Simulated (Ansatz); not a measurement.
Geometry optimisation of `N[Si](O)(F)F`.

```yaml
crystal:
  periodic: [false, false, false]
  atoms:
    - {symbol: N, position_ang: [-0.430104, 1.068006, 0.362638]}
    - {symbol: Si, position_ang: [0.150663, -0.327270, -0.437074]}
    - {symbol: O, position_ang: [0.372860, -1.594681, 0.598331]}
    - {symbol: F, position_ang: [-0.808656, -0.933280, -1.598719]}
    - {symbol: F, position_ang: [1.516882, 0.125285, -1.192285]}
    - {symbol: H, position_ang: [-1.280683, 1.017574, 0.927215]}
    - {symbol: H, position_ang: [-0.342507, 1.977495, -0.096106]}
    - {symbol: H, position_ang: [0.913747, -1.390128, 1.380200]}
basis:
  gaussian: {orbitals: def2-TZVP}
hamiltonian: {xc: pbe0, dispersion: d4}
relax: {f_tol: 0.005, max_steps: 150}
```

```sh
$ ansatz run in.yaml --threads 2 --pin off --events-out ev --progress --plain
```

Shortened log:

```
Functional definition: PBE0
mean field -16895.49326130 eV, -620.8979251763 hartree, gradient 4.3e-5 eV, S^2 0.000000; 0 other end points of the search recorded, 0 dependent functions left out
relax step   1: F+E_penalty+E_count = -16895.61836835 eV  Δ(F+E_penalty+E_count) = +0.000e0 eV  max|allowed force component| = 1.200e0 eV/Å  Δτ_max = 0.0000 Å  (27 SCF iters, accepted)
mean field -16895.56905841 eV, -620.9007106686 hartree, gradient 1.2e-5 eV, S^2 0.000000; 0 other end points of the search recorded, 0 dependent functions left out
relax step   2: F+E_penalty+E_count = -16895.69481468 eV  Δ(F+E_penalty+E_count) = -7.645e-2 eV  max|allowed force component| = 7.132e-1 eV/Å  Δτ_max = 0.0214 Å  (32 SCF iters, accepted)
mean field -16895.59849693 eV, -620.9017925141 hartree, gradient 1.2e-5 eV, S^2 0.000000; 0 other end points of the search recorded, 0 dependent functions left out
relax step   3: F+E_penalty+E_count = -16895.72488037 eV  Δ(F+E_penalty+E_count) = -3.007e-2 eV  max|allowed force component| = 8.009e-2 eV/Å  Δτ_max = 0.0251 Å  (31 SCF iters, accepted)
mean field -16895.60003082 eV, -620.9018488836 hartree, gradient 1.3e-5 eV, S^2 0.000000; 0 other end points of the search recorded, 0 dependent functions left out
relax step   4: F+E_penalty+E_count = -16895.72645759 eV  Δ(F+E_penalty+E_count) = -1.577e-3 eV  max|allowed force component| = 6.203e-2 eV/Å  Δτ_max = 0.0459 Å  (30 SCF iters, accepted)
mean field -16895.60078218 eV, -620.9018764955 hartree, gradient 1.2e-5 eV, S^2 0.000000; 0 other end points of the search recorded, 0 dependent functions left out
relax step   5: F+E_penalty+E_count = -16895.72713750 eV  Δ(F+E_penalty+E_count) = -6.799e-4 eV  max|allowed force component| = 6.607e-2 eV/Å  Δτ_max = 0.0214 Å  (31 SCF iters, accepted)
mean field -16895.60103375 eV, -620.9018857406 hartree, gradient 1.2e-5 eV, S^2 0.000000; 0 other end points of the search recorded, 0 dependent functions left out
relax step   6: F+E_penalty+E_count = -16895.72738309 eV  Δ(F+E_penalty+E_count) = -2.456e-4 eV  max|allowed force component| = 2.389e-2 eV/Å  Δτ_max = 0.0155 Å  (31 SCF iters, accepted)
mean field -16895.60105822 eV, -620.9018866399 hartree, gradient 1.2e-5 eV, S^2 0.000000; 0 other end points of the search recorded, 0 dependent functions left out
relax step   7: F+E_penalty+E_count = -16895.72740634 eV  Δ(F+E_penalty+E_count) = -2.324e-5 eV  max|allowed force component| = 1.609e-2 eV/Å  Δτ_max = 0.0025 Å  (33 SCF iters, accepted)
mean field -16895.60106609 eV, -620.9018869292 hartree, gradient 2.1e-5 eV, S^2 0.000000; 0 other end points of the search recorded, 0 dependent functions left out
relax step   8: F+E_penalty+E_count = -16895.72741527 eV  Δ(F+E_penalty+E_count) = -8.937e-6 eV  max|allowed force component| = 4.775e-3 eV/Å  Δτ_max = 0.0012 Å  (22 SCF iters, accepted)
mean field -16895.60106609 eV, -620.9018869292 hartree, gradient 2.1e-5 eV, S^2 0.000000; 1 other end points of the search recorded, 0 dependent functions left out
Total energy: -16895.72744002 eV, -620.9065310853 hartree
Atom 0 at    -0.442338     1.046823     0.335441 Å, force     0.000452    -0.004211     0.001039 eV/Å
Atom 1 at     0.149747    -0.326185    -0.442813 Å, force    -0.000615    -0.000344     0.001740 eV/Å
Atom 2 at     0.387314    -1.558925     0.578905 Å, force     0.000613    -0.000469    -0.000150 eV/Å
Atom 3 at    -0.787632    -0.930366    -1.563318 Å, force    -0.000535     0.000363    -0.001173 eV/Å
Atom 4 at     1.475467     0.124103    -1.183053 Å, force    -0.001379     0.000529     0.000782 eV/Å
Atom 5 at    -1.266006     1.005442     0.911870 Å, force     0.000884    -0.000526    -0.001097 eV/Å
Atom 6 at    -0.311688     1.959356    -0.068315 Å, force     0.000319     0.004775    -0.001829 eV/Å
Atom 7 at     0.887338    -1.377247     1.375484 Å, force     0.000262    -0.000116     0.000689 eV/Å
Dipole moment:    -0.108541     0.405761     0.527797 e Å
```

Run time 26 s (2 threads of a server CPU on a shared host); peak host memory 0.4 GiB.
